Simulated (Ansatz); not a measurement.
Ansatz (a program for electronic structure) input file for C3H7, SMILES [CH2]CC, multiplicity 2, PBE/def2-SVPD. Geometry optimised at TPSSh-D3(BJ)/def2-TZVP. The isomer is the one that the SMILES or the coordinates give; other isomers of the formula were not compared.

Ansatz 0.2 input:
```yaml
crystal:
  periodic: [false, false, false]
  atoms:
    - {symbol: C, position_ang: [1.28695254, 0.31833020, 0.12979266]}
    - {symbol: C, position_ang: [0.09356995, -0.42613561, -0.35659910]}
    - {symbol: C, position_ang: [-1.22360476, 0.09506227, 0.22424261]}
    - {symbol: H, position_ang: [2.27777894, -0.11737179, 0.07786109]}
    - {symbol: H, position_ang: [1.20826178, 1.36349281, 0.40882166]}
    - {symbol: H, position_ang: [0.04033144, -0.36954855, -1.45738761]}
    - {symbol: H, position_ang: [0.20554201, -1.49350215, -0.13202383]}
    - {symbol: H, position_ang: [-1.23425685, -0.00309677, 1.31250712]}
    - {symbol: H, position_ang: [-2.07755511, -0.45606930, -0.17667093]}
    - {symbol: H, position_ang: [-1.36160854, 1.15255461, -0.01772458]}
basis:
  gaussian:
    orbitals: def2-SVPD
hamiltonian:
  xc: {name: PBE}
magnetization: {spin_polarized: true, initial_magnetization: 1}
```

Program output:

```
WARN ansatz: RAYON_NUM_THREADS=1 ignored (pool sized by the plan → 1); use --threads N
Functional definition: PBE
integrals: 0.03 GiB planned
955 factors; their error is unknown
mean field: 0.39 GiB planned
mean field evaluation 1: about -3207.4821 eV, gradient 4.2e1 eV
mean field evaluation 2: about -3193.1230 eV, gradient 6.5e1 eV
mean field evaluation 4: about -3216.7197 eV, gradient 2.5e0 eV
mean field evaluation 8: about -3216.7482 eV, gradient 3.4e-2 eV
mean field evaluation 16: about -3216.6952 eV, gradient 6.4e-5 eV
mean field -3216.69521661 eV, -118.2113688562 hartree, gradient 6.4e-5 eV, S^2 0.753468; 0 other end points of the search recorded, 0 dependent functions left out
reference -3216.69525612 eV, -118.2113703081 hartree; 13, 12 occupied and 103, 104 virtual orbitals, 955 factors
Total energy: -3216.69525612 eV, -118.2113703081 hartree
```

Self-consistency was reached.

Cost: roughly 3 core-seconds.
